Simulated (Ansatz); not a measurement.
This geometry of BrH + ClF3H2O2W (11 atoms, charge 0, multiplicity 1) is a first-order saddle point.

The calculation used RKS PBE/def2-SVP in Ansatz.

```xyz
11
Properties=species:S:1:pos:R:3
W 0.265 0.364 -0.070
F 1.146 -0.544 2.721
F 2.104 0.217 -0.405
Cl 0.006 2.264 -1.495
F -1.397 0.624 0.757
O 0.195 -1.448 0.374
H -0.093 -2.149 -0.247
O -0.362 -0.392 -1.722
H -0.512 0.283 -2.422
Br 1.014 2.220 1.548
H 1.291 0.387 2.827
```

Task: Which two structures does it join? (They come from a converged band through this point; their orientation in space is the band's.)

Result: Bonds broken: W1–F2, Br10–H11. Bonds formed: W1–Br10, F2–H11. BrH + ClF3H2O2W becomes BrClF2H2O2W + FH.

Initial state:

```xyz
11
Properties=species:S:1:pos:R:3
W -0.111 0.052 -0.378
F 0.407 0.327 1.441
F 1.707 0.297 -0.814
Cl -0.390 2.362 -0.485
F -1.918 -0.073 0.115
O 0.156 -1.773 0.033
H 0.388 -2.139 0.910
O -0.472 -0.270 -2.165
H -0.210 -0.285 -3.102
Br 2.530 1.981 3.590
H 1.569 1.348 2.721
```

Final state:

```xyz
11
Properties=species:S:1:pos:R:3
W 0.137 0.426 -0.450
F 1.226 -1.077 2.890
F 1.922 0.509 -1.044
Cl -0.151 2.593 -1.291
F -1.630 0.523 0.194
O 0.472 -1.081 0.532
H 0.780 -1.304 1.488
O -0.428 -0.347 -2.052
H -0.764 0.003 -2.900
Br 0.894 1.684 1.728
H 1.200 -0.103 2.771
```

Task: How far does it lie above each of them?

Result: 0.77 eV above the first and 0.68 eV above the second. This is the barrier of this one path; another mechanism may lie lower. The orbitals stay closed-shell, which can raise the energy where a bond breaks towards radicals; this wasn't checked here.

The run took 14 min on 4 threads of Arm Neoverse V2 (shared host), peak memory 0.31 GiB.
